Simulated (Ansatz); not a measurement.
`C[Si](S)(Cl)Cl` + `C#CC[TeH]` → `C#C[Si](C)(Cl)Cl` + `SC[TeH]` at 400 K and 1 bar (redistribution).

Computed with Ansatz on PBE0-D4/def2-TZVP structures; ΔE is electronic, products minus reactants. CBS: MP2 limit from def2 TZ/QZ plus the TZ coupled-cluster correction, frozen cores. def2 core potentials past Kr. For Te outer-core shells are correlated without core-valence functions, which leaves a few kJ/mol of doubt a bond. One conformer a species, not always the lowest.

| species | CCSD(T)/CBS energy (Eh) | H − E (kJ/mol) | S (J/(mol·K)) |
| --- | --- | --- | --- |
| `C[Si](S)(Cl)Cl` | -1647.02782 | 168.7 | 408.0 |
| `C#CC[TeH]` | -384.20943 | 165.6 | 351.9 |
| `C#C[Si](C)(Cl)Cl` | -1325.27391 | 195.8 | 417.1 |
| `SC[TeH]` | -705.94284 | 138.2 | 343.1 |

H − E and S are ideal-gas, rigid-rotor, harmonic terms from PBE0-D4/def2-TZVP, for one conformer and one mirror image of each species. 1 Eh = 2625.50 kJ/mol, R = 8.31446 J/(mol·K).

**Question.** By hand: ΔE, ΔH, ΔS and ΔG.

**Answer.** ΔE = (-1325.27391) + (-705.94284) − (-1647.02782) − (-384.20943) = 0.02050 Eh = 53.8 kJ/mol. Δ(H − E) = 195.8 + 138.2 − 168.7 − 165.6 = -0.3, so ΔH = 53.5 kJ/mol. ΔS = 417.1 + 343.1 − 408.0 − 351.9 = 0.3 J/(mol·K). ΔG = 53.5 − 400 × (0.3)/1000 = 53.4 kJ/mol.

**Question.** By hand: the equilibrium constant, and the temperature at which ΔG would vanish if ΔH and ΔS stayed fixed.

**Answer.** log₁₀ K = −ΔG/(RT ln 10) = -7.0. ΔG = 0 at ΔH/ΔS = 178333 K, far beyond where these terms or the molecules hold.

The number of gas molecules stays the same, so ΔS is small and ΔH decides. A doubt of 5 kJ/mol in ΔE shifts log₁₀ K by 0.7 here. Other conformers and mirror images would add mixing entropy, several J/(mol·K) or more a flexible species. These are equilibria of isolated gas molecules and say nothing of rates. Largest T1 diagnostic: 0.011 (customary marks: 0.02 for closed shells, 0.045 for open ones).
